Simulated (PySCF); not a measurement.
Compound: AsP3SSSe nortricyclane, AsP3S2Se.
Geometry (PBE0-D3(BJ)/def2-SVP, Å), atoms numbered from 1 in this order:
```xyz
7
AsP3S2Se angstrom
As     1.2572   -0.7040    1.2121
S     -0.5892    0.3756    1.9167
P     -1.6043    0.8708    0.1522
P     -1.0717   -0.7624   -1.3120
S      0.1959   -2.0466   -0.2476
P     -0.0224    1.2341   -1.4161
Se     1.9263    0.9306   -0.3739
```

Computed, not measured: PySCF, TDDFT wB97X-D/def2-SVPD, vertical, gas phase, core orbitals frozen in the response. Relativistic effects, spin–orbit coupling among them, are left out although an element past zinc is present.

Frontier orbitals with the atoms that hold most of them (Löwdin shares over 4%, at most four atoms; ? is withheld):

```
orbital  ε (eV)                            atoms
 LUMO+2    0.07  As1 42%, S2 14%, S5 14%, P3 10%
 LUMO+1    0.05  As1 39%, Se7 28%, P6 14%, S5 6%
   LUMO       ?                                ?
   HOMO   -8.84                                ?
 HOMO-1   -8.94   P6 20%, P3 19%, P4 19%, S2 16%
 HOMO-2   -9.44  Se7 28%, S2 27%, S5 26%, P6 10%
 HOMO-3   -9.79  As1 37%, P6 17%, P3 14%, P4 14%
```

(1) Give the leading atoms of the HOMO.

(2) Give the leading atoms of the LUMO.

(3) What is the LUMO energy, and the HOMO–LUMO gap?

Answers

(1) Se7 (bonded to As and P) 33%; P4 (bonded to 2 P and S) 18%; P3 (bonded to 2 P and S) 18%; P6 (bonded to 2 P and Se) 15%. By element: phosphorus 51%, selenium 33%.

(2) Se7 (bonded to As and P) 21%; P6 (bonded to 2 P and Se) 16%; S2 (bonded to As and P) 14%; S5 (bonded to As and P) 14%. By element: sulfur 29%, selenium 21%, phosphorus 16% or more.

(3) ε(LUMO) = -0.78 eV; the gap is 8.07 eV (0.2965 hartree).

Task: How does S1 compare with the orbital gap of 8.07 eV?

Result: S1 is at 3.67 eV (f = 0.0013), 4.40 eV below the gap, made of HOMO→LUMO (96%). 

Task: One configuration dominates each of S1, S2 and S3. Which, and how do the shares of the two leading atoms of either orbital change from the occupied to the empty one?

Result: 
- S1 (3.67 eV, f 0.0013), HOMO→LUMO (96%): Se7 33% → 21%, P4 18% → at most 15%, P6 15% → 16%
- S2 (3.79 eV, f 0.0009), HOMO-1→LUMO (97%): P6 20% → 16%, P3 19% → at most 15%, Se7 at most 16% → 21%
- S3 (4.22 eV, f 0.0002), HOMO-2→LUMO (87%): Se7 28% → 21%, S2 27% → 14%, P6 10% → 16%

Löwdin shares depend on the basis, the more so with diffuse functions.

Hardware: one thread of an Arm Neoverse V1, shared host with 32 logical CPUs at a one-minute load of 13. Cost: 61 s wall (with the writing of density and orbital grids), 1.0 GiB resident at most.

One conformer stands for the species.
